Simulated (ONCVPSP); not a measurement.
# LDA (Perdew-Zunger) ONCV dataset for lutetium (Lu), scalar-relativistic all-electron reference.

lutetium, optimised norm-conserving Vanderbilt (ONCV), made with ONCVPSP 4.0.1 (LDA (Perdew-Zunger), scalar-relativistic). Core [Kr], reference 4d10 4f13 5s2 5p6 5d2 6s2. Waves: 5s+6s: rc 1.85 bohr, ncon 5, nbas 8, qcut 5.2 1/bohr, 3 projectors, debl 3.1 Ha; 5p: rc 1.65 bohr, ncon 5, nbas 8, qcut 9.9 1/bohr, 1 projector; 4d+5d: rc 0.75 bohr, ncon 3, nbas 8, qcut 20.2 1/bohr, 3 projectors, debl 1.3 Ha; 4f: rc 0.75 bohr, ncon 4, nbas 8, qcut 20.8 1/bohr, local. Local part: the f channel. Core correction: Teter function, fcfact 5.5, rcfact 1.15.

All-electron outer shells of the reference configuration (LDA (Perdew-Zunger), scalar-relativistic, ld1.x):

| shell | level (eV) | outermost node (bohr) | outermost maximum (bohr) |
| --- | --- | --- | --- |
| 4p | -365.87 | 0.25 | 0.47 |
| 4d | -199.84 | 0.23 | 0.48 |
| 5s | -65.33 | 0.57 | 1.04 |
| 5p | -35.00 | 0.61 | 1.18 |
| 4f | -16.98 | – | 0.47 |
| 6s | -5.17 | 1.39 | 2.93 |
| 5d | -2.99 | 0.68 | 1.71 |

Results:

| Quantity | Value |
| --- | --- |
| Cutoffs needed | 200 Ha and 272 Ha (the cutoffs (Ha) at which the residual kinetic energy of the hardest occupied pseudo-wave falls to 1 and 0.1 mHa per electron) |
| Ghost test | ghosts flagged at negative energy: s at -845.5 eV, p at -903.2 eV; GHOST(+) flagged for s at 358.5 eV; a true bound ghost makes a file unfit for plane-wave use |
| Configuration tests | 1 of 4 tests not solved or not reliable |
| rms error of d²Exc/dni dnj | 3.95 mHa without and 3.10 mHa with the model core |

Generation and tests took about 5.2 s on one core of a shared server CPU.
